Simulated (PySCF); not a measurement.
From one molecule to another.

First species: C5H10F2.
Structure used (GFN2-xTB), in Å, numbered top down from 1:
```
atom  x, y, z in Å
C1     2.552   -0.093    0.335
C2     1.166   -0.704    0.486
C3     0.070    0.320    0.187
C4    -1.328   -0.271    0.338
C5    -2.457    0.700    0.034
F6    -1.488   -0.760    1.607
F7    -1.456   -1.371   -0.467
H8     2.679    0.743    1.020
H9     3.316   -0.834    0.552
H10    2.703    0.269   -0.680
H11    1.060   -1.550   -0.197
H12    1.037   -1.077    1.504
H13    0.172    0.688   -0.836
H14    0.153    1.166    0.871
H15   -2.378    1.038   -0.995
H16   -3.410    0.197    0.175
H17   -2.398    1.550    0.706
```

Second species: C6H6O4.
SMILES: `CC(=O)O[C@H]1C=COC1=O`

Levels: PBE0/def2-SVPD for dipole moment, HOMO energy, LUMO energy, HOMO–LUMO gap, static isotropic polarisability and electronic spatial extent ⟨r²⟩ about the centre of nuclear charge; TDDFT PBE0/def2-SVPD for lowest singlet excitation; TDA PBE0/def2-SVPD for lowest triplet excitation (Tamm–Dancoff); GFN2-xTB for rotational constant A and rotational constant C. Geometries: GFN2-xTB. Each structure is a single optimised conformer of the isolated species, non-relativistic unless stated; the electronic structure was computed with PySCF and density fitting.

The conformers computed, where there is a choice (atom-mapped SMILES and torsion angles):
- `[CH3:1][CH2:2][CH2:3][C:4]([CH3:5])([F:6])[F:7]`: C1–C2–C3–C4 180°, C2–C3–C4–C5 -179°
- `[CH3:1][C:2](=[O:3])[O:4][C@H:5]1[CH:6]=[CH:7][O:8][C:9]1=[O:10]`: C1–C2–O4–C5 176°, C2–O4–C5–C6 126°

Values for the first species:

```
Dipole moment                                                     : 2.25 D
HOMO energy                                                       : -9.12 eV
LUMO energy                                                       : 0.66 eV
HOMO–LUMO gap                                                     : 9.78 eV
Lowest singlet excitation                                         : 8.65 eV
Lowest triplet excitation (Tamm–Dancoff)                          : 8.53 eV
Static isotropic polarisability                                   : 63.8 au
Electronic spatial extent ⟨r²⟩ about the centre of nuclear charge : 941 bohr²
Rotational constant A                                             : 4.665 GHz
Rotational constant C                                             : 1.431 GHz
```

Question: Estimate the same properties for the second species, and the change in each.

Answer: 
| property | first | second | second less first |
| --- | --- | --- | --- |
| dipole moment | 2.25 D | 3.93 D | +1.68 D |
| HOMO energy | -9.12 eV | -7.73 eV | +1.39 eV |
| LUMO energy | 0.66 eV | -1.31 eV | -1.97 eV |
| HOMO–LUMO gap | 9.78 eV | 6.42 eV | -3.36 eV |
| lowest singlet excitation | 8.65 eV | 5.13 eV | -3.52 eV |
| lowest triplet excitation (Tamm–Dancoff) | 8.53 eV | 3.88 eV | -4.65 eV |
| static isotropic polarisability | 63.8 au | 80.7 au | +16.9 au |
| electronic spatial extent ⟨r²⟩ about the centre of nuclear charge | 941 bohr² | 1499 bohr² | +558 bohr² |
| rotational constant A | 4.665 GHz | 2.823 GHz | -1.842 GHz |
| rotational constant C | 1.431 GHz | 0.772 GHz | -0.659 GHz |

On the first: The polarisability is 9.45 Å³ as a volume (1 au = 0.148185 Å³), or 1.10 au for each of the 58 electrons.

On the second: A dipole of 3.93 D is allowed in C1, and pure rotational transitions are dipole-allowed. In wavenumbers S1 is 41400 cm⁻¹ (1 eV = 8065.54 cm⁻¹).
